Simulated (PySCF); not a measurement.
PySCF input for HNSi, SMILES [SiH]#N, EOM-CCSD/aug-cc-pVDZ. Geometry optimised at B3LYP-D3(BJ)/def2-TZVPD.

```python
import numpy as np
from pyscf import gto, scf, dft, cc
from pyscf.cc import eom_rccsd

mol = gto.M(
    atom='''
    H     0.00000000    0.00000000   -1.91201245
    Si    0.00000000    0.00000000   -0.42891715
    N     0.00000000    0.00000000    1.13097893
    ''',
    basis='aug-cc-pVDZ',
    charge=0,
    spin=0,
    max_memory=1600,
    verbose=4,
)
mf = scf.RHF(mol)
mf.conv_tol = 1e-10
mf.max_cycle = 100
mf.kernel()
mycc = cc.CCSD(mf, frozen=6)
mycc.conv_tol = 1e-8
mycc.kernel()
mycc.solve_lambda()
dip = scf.hf.dip_moment(mol, mycc.make_rdm1(ao_repr=True))
res = {}
for name, solver, nroots, keep in (('singlet', eom_rccsd.EOMEESinglet, 9, 6), ('triplet', eom_rccsd.EOMEETriplet, 6, 3), ('IP', eom_rccsd.EOMIP, 6, 5), ('EA', eom_rccsd.EOMEA, 3, 2)):
    eom = solver(mycc)
    eom.max_cycle, eom.max_space = 200, 40
    e = eom.kernel(nroots=nroots)[0]
    res[name] = (e[:keep] * 27.211386245988, all(eom.converged[:keep]))
    print(name, 'roots / eV', res[name][0].round(3))
```

Output:

```
PySCF version 2.14.0

[INPUT] verbose = 4
[INPUT] num. atoms = 3
[INPUT] num. electrons = 22
[INPUT] charge = 0
[INPUT] spin (= nelec alpha-beta = 2S) = 0
[INPUT] symmetry False subgroup None
[INPUT] Mole.unit = angstrom
[INPUT] Symbol           X                Y                Z      unit          X                Y                Z       unit  Magmom
[INPUT]  1 H      0.000000000000   0.000000000000  -1.912012450000 AA    0.000000000000   0.000000000000  -3.613179877259 Bohr   0.0
[INPUT]  2 Si     0.000000000000   0.000000000000  -0.428917150000 AA    0.000000000000   0.000000000000  -0.810535943629 Bohr   0.0
[INPUT]  3 N      0.000000000000   0.000000000000   1.130978930000 AA    0.000000000000   0.000000000000   2.137240430354 Bohr   0.0

nuclear repulsion = 39.4579838850495
number of shells = 21
number of NR pGTOs = 96
number of NR cGTOs = 59
basis = aug-cc-pVDZ
ecp = {}


[settings echo left out]
init E= -343.666880967143
  HOMO = -0.310410958751437  LUMO = -0.0149319006306614  gap/eV = 8.04039
cycle= 1 E= -343.678161830912  delta_E= -0.0113  |g|= 0.598  |ddm|= 1.56
  HOMO = -0.286366223828636  LUMO = 0.000611535286122233  gap/eV = 7.80906
cycle= 2 E= -343.557397865668  delta_E= 0.121  |g|= 0.928  |ddm|= 1.05
  HOMO = -0.379390892306508  LUMO = 0.0132859736638478  gap/eV = 10.68528
cycle= 3 E= -343.802887501971  delta_E= -0.245  |g|= 0.0482  |ddm|= 0.609
  HOMO = -0.372110481547911  LUMO = 0.026060045805166  gap/eV = 10.83477
cycle= 4 E= -343.80482853375  delta_E= -0.00194  |g|= 0.019  |ddm|= 0.0962
  HOMO = -0.373644706961302  LUMO = 0.0258052709485721  gap/eV = 10.86959
cycle= 5 E= -343.805253729511  delta_E= -0.000425  |g|= 0.009  |ddm|= 0.042
  HOMO = -0.371875683304199  LUMO = 0.0258147208464573  gap/eV = 10.82171
cycle= 6 E= -343.805404999864  delta_E= -0.000151  |g|= 0.00412  |ddm|= 0.0323
  HOMO = -0.372086606834596  LUMO = 0.0258925381994466  gap/eV = 10.82956
cycle= 7 E= -343.805433697035  delta_E= -2.87e-05  |g|= 0.000927  |ddm|= 0.0172
  HOMO = -0.371972784841284  LUMO = 0.0259565605783826  gap/eV = 10.82821
cycle= 8 E= -343.805434591456  delta_E= -8.94e-07  |g|= 9.67e-05  |ddm|= 0.00304
  HOMO = -0.371975987731523  LUMO = 0.0259472860827274  gap/eV = 10.82804
cycle= 9 E= -343.805434599488  delta_E= -8.03e-09  |g|= 1.39e-05  |ddm|= 0.000285
  HOMO = -0.37197427180775  LUMO = 0.0259465644171396  gap/eV = 10.82798
cycle= 10 E= -343.805434599629  delta_E= -1.41e-10  |g|= 2.1e-06  |ddm|= 3.85e-05
  HOMO = -0.371974482758575  LUMO = 0.0259464668395507  gap/eV = 10.82798
cycle= 11 E= -343.805434599632  delta_E= -2.61e-12  |g|= 9.06e-07  |ddm|= 6.14e-06
  HOMO = -0.371974278649068  LUMO = 0.0259464609121277  gap/eV = 10.82797
Extra cycle  E= -343.805434599632  delta_E= -6.82e-13  |g|= 9.39e-07  |ddm|= 1.41e-06
converged SCF energy = -343.805434599632

******** <class 'pyscf.cc.ccsd.CCSD'> ********
CC2 = 0
CCSD nocc = 5, nmo = 53
frozen orbitals 6
max_cycle = 50
direct = 0
conv_tol = 1e-08
conv_tol_normt = 1e-05
diis_space = 6
diis_start_cycle = 0
diis_start_energy_diff = 1e+09
Init t2, MP2 energy = -344.116076700041  E_corr(MP2) -0.310642100408594
Init E_corr(CCSD) = -0.310642100408902
cycle = 1  E_corr(CCSD) = -0.280091005358785  dE = 0.0305510951  norm(t1,t2) = 0.113697
cycle = 2  E_corr(CCSD) = -0.30930041909754  dE = -0.0292094137  norm(t1,t2) = 0.0613472
cycle = 3  E_corr(CCSD) = -0.304104950284891  dE = 0.00519546881  norm(t1,t2) = 0.0449429
cycle = 4  E_corr(CCSD) = -0.305782099617211  dE = -0.00167714933  norm(t1,t2) = 0.0105773
cycle = 5  E_corr(CCSD) = -0.307318179368219  dE = -0.00153607975  norm(t1,t2) = 0.00422856
cycle = 6  E_corr(CCSD) = -0.307287447885298  dE = 3.07314829e-05  norm(t1,t2) = 0.00139508
cycle = 7  E_corr(CCSD) = -0.3072447995429  dE = 4.26483424e-05  norm(t1,t2) = 0.000543471
cycle = 8  E_corr(CCSD) = -0.307276884273623  dE = -3.20847307e-05  norm(t1,t2) = 0.000262937
cycle = 9  E_corr(CCSD) = -0.307285353735027  dE = -8.4694614e-06  norm(t1,t2) = 0.000154614
cycle = 10  E_corr(CCSD) = -0.307276127855352  dE = 9.22587967e-06  norm(t1,t2) = 5.62343e-05
cycle = 11  E_corr(CCSD) = -0.307276222593021  dE = -9.47376688e-08  norm(t1,t2) = 1.8297e-05
cycle = 12  E_corr(CCSD) = -0.307274824536281  dE = 1.39805674e-06  norm(t1,t2) = 8.26543e-06
cycle = 13  E_corr(CCSD) = -0.307275542534791  dE = -7.1799851e-07  norm(t1,t2) = 2.7098e-06
cycle = 14  E_corr(CCSD) = -0.307275721476484  dE = -1.78941693e-07  norm(t1,t2) = 1.20754e-06
cycle = 15  E_corr(CCSD) = -0.307275706833269  dE = 1.4643215e-08  norm(t1,t2) = 3.83789e-07
cycle = 16  E_corr(CCSD) = -0.307275722259359  dE = -1.542609e-08  norm(t1,t2) = 1.26116e-07
cycle = 17  E_corr(CCSD) = -0.307275719036094  dE = 3.22326454e-09  norm(t1,t2) = 6.33896e-08
CCSD converged
E(CCSD) = -344.1127103186685  E_corr = -0.3072757190360944
cycle = 1  norm(lambda1,lambda2) = 0.0622244
cycle = 2  norm(lambda1,lambda2) = 0.0214381
cycle = 3  norm(lambda1,lambda2) = 0.0176681
cycle = 4  norm(lambda1,lambda2) = 0.00472758
cycle = 5  norm(lambda1,lambda2) = 0.00122696
cycle = 6  norm(lambda1,lambda2) = 0.00046781
cycle = 7  norm(lambda1,lambda2) = 0.000198553
cycle = 8  norm(lambda1,lambda2) = 0.000101193
cycle = 9  norm(lambda1,lambda2) = 5.68549e-05
cycle = 10  norm(lambda1,lambda2) = 1.68933e-05
cycle = 11  norm(lambda1,lambda2) = 7.80335e-06
Dipole moment(X, Y, Z, Debye):  0.00000, -0.00000, -4.35089

******** <class 'pyscf.cc.eom_rccsd.EOMEESinglet'> ********
max_space = 40
max_cycle = 200
conv_tol = 1e-08
partition = None
EOM-CCSD root 0 E = 0.1579140032683635  qpwt = 0.899912  conv = True
EOM-CCSD root 1 E = 0.1579140362415831  qpwt = 0.899912  conv = True
EOM-CCSD root 2 E = 0.1598524130635031  qpwt = 0.932485  conv = True
EOM-CCSD root 3 E = 0.1655609203272747  qpwt = 0.894017  conv = True
EOM-CCSD root 4 E = 0.1655609206702823  qpwt = 0.896614  conv = True
EOM-CCSD root 5 E = 0.1843792588967539  qpwt = 0.874735  conv = True
EOM-CCSD root 6 E = 0.1965177763269334  qpwt = 0.899997  conv = True
EOM-CCSD root 7 E = 0.1965184879356804  qpwt = 0.9  conv = True
EOM-CCSD root 8 E = 0.2597949463588102  qpwt = 0.924218  conv = True
singlet roots / eV [4.297 4.297 4.35  4.505 4.505 5.017]

******** <class 'pyscf.cc.eom_rccsd.EOMEETriplet'> ********
max_space = 40
max_cycle = 200
conv_tol = 1e-08
partition = None
EOM-CCSD root 0 E = 0.101577325165217  qpwt = 0.955627  conv = True
EOM-CCSD root 1 E = 0.1300474943735865  qpwt = 0.928894  conv = True
EOM-CCSD root 2 E = 0.1300474955241992  qpwt = 0.928894  conv = True
EOM-CCSD root 3 E = 0.1366011864850125  qpwt = 0.939293  conv = True
EOM-CCSD root 4 E = 0.136601191368195  qpwt = 0.939292  conv = True
EOM-CCSD root 5 E = 0.1554128809831971  qpwt = 0.920593  conv = True
triplet roots / eV [2.764 3.539 3.539]

******** <class 'pyscf.cc.eom_rccsd.EOMIP'> ********
max_space = 40
max_cycle = 200
conv_tol = 1e-08
partition = None
EOM-CCSD root 0 E = 0.3761359496320175  qpwt = 0.939732  conv = True
EOM-CCSD root 1 E = 0.3761359531329448  qpwt = 0.939732  conv = True
EOM-CCSD root 2 E = 0.4052859718906827  qpwt = 0.921143  conv = True
EOM-CCSD root 3 E = 0.6308777028327212  qpwt = 0.867015  conv = True
EOM-CCSD root 4 E = 0.6910632619685256  qpwt = 0.00626687  conv = True
EOM-CCSD root 5 E = 0.6910632619685256  qpwt = 7.43666e-05  conv = True
IP roots / eV [10.235 10.235 11.028 17.167 18.805]

******** <class 'pyscf.cc.eom_rccsd.EOMEA'> ********
max_space = 40
max_cycle = 200
conv_tol = 1e-08
partition = None
EOM-CCSD root 0 E = 0.002908814985173932  qpwt = 0.966218  conv = True
EOM-CCSD root 1 E = 0.01111309133601997  qpwt = 0.968909  conv = True
EOM-CCSD root 2 E = 0.02641728652769989  qpwt = 0.991758  conv = True
EA roots / eV [0.079 0.302]
```

The calculation finished and met its thresholds.
